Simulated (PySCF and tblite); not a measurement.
Values are calculated unless marked as measured or tabulated.
C7H11F, numbered as in [CH2:1]=[C:2]1[CH2:3][CH2:4][CH2:5][C@H:6]([F:7])[CH2:8]1.

First level. Geometries PBE0-D3(BJ)/def2-SVP; weights from PBE0-D3(BJ)/def2-SVPD (IEF-PCM, chloroform) energies and GFN2-xTB thermal corrections, with symmetry numbers and mirror pairs. Conformers within 3 kcal/mol (GFN2-xTB free energy) were kept, 8 at most. GIAO shieldings: WP04/pcSseg-1 (IEF-PCM, chloroform). Shifts are against TMS (¹H), TMS (¹³C), CFCl3 (¹⁹F) at the same level; of two unlike H on one atom, a is the less shielded. Codes: tblite and PySCF.

It gives, at 298.15 K, with 2 conformers (largest weight 67 %): ¹H: 4.89 (H1a, 1H), 4.88 (H1b, 1H), 4.35 (H6, 1H), 2.38 (H8a, 1H), 2.24 (H8b, 1H), 1.99 (H3a, 1H), 1.96 (H3b, 1H), 1.76 (H5a, 1H), 1.64 (H4a, 1H), 1.59 (H5b, 1H), 1.25 (H4b, 1H) ppm. ¹³C: 155.4 (C2), 116.9 (C1), 96.1 (C6), 44.2 (C8), 37.9 (C3), 35.5 (C5), 28.3 (C4) ppm. ¹⁹F: -198.0 (F7) ppm.

Second level: PBE0-D3(BJ)/def2-SVP geometries, energies PBE0-D3(BJ)/pcSseg-1 (IEF-PCM, tetrahydrofuran), shieldings PBE0/pcSseg-1 (IEF-PCM, tetrahydrofuran), on up to 4 of the same conformers.

How do the averaged shifts change?


```
signal   first  second  change (ppm)
   H1a    4.89    5.18          0.28
   H1b    4.88    5.15          0.27
   H3a    1.99    2.10          0.11
   H3b    1.96    2.09          0.14
   H4a    1.64    1.71          0.07
   H4b    1.25    1.35          0.11
   H5a    1.76    1.75         -0.02
   H5b    1.59    1.65          0.06
    H6    4.35    4.52          0.17
   H8a    2.38    2.43          0.05
   H8b    2.24    2.33          0.09
    C1   116.9   117.9           1.1
    C2   155.4   156.8           1.4
    C3    37.9    37.6          -0.3
    C4    28.3    25.9          -2.4
    C5    35.5    34.5          -1.0
    C6    96.1    92.4          -3.7
    C8    44.2    44.4           0.1
    F7  -198.0  -201.8          -3.8
```

The largest weight becomes 51 %.

Unscaled ¹⁹F shifts at such levels can be off by tens of ppm; differences between conformers or isomers are more reliable. Shifts are unscaled: against experiment ¹³C can be off by 15 ppm or more and ¹H by 0.8 ppm.
